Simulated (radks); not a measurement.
Valence configurations of P (all share [Ne]). Calculated with a radial shooting solver on a logarithmic mesh with Libxc functionals: scalar-relativistic Kohn-Sham, PBE, spin-unpolarised, spherical densities, point nucleus. Energies are relative to 3s2 3p3; eigenvalues in eV.

\begin{tabular}{lrrr}
valence & E (eV) & e(3p) & e(3s) \\ \hline
3s2 3p3 & 0.000 & -5.507 & -13.969 \\
3s1 3p4 & 8.534 & -6.072 & -14.675 \\
3s1.5 3p3.5 & 4.249 & -5.795 & -14.330 \\
3p5 & 17.200 & -6.592 & - \\
3s0.5 3p4.5 & 12.852 & -6.337 & -15.004 \\
\end{tabular}

NIST lists [Ne] 3s2 3p3 as the ground configuration; this level of theory agrees among the configurations tried. The energies are those of spherical spin-averaged densities, not of single terms.
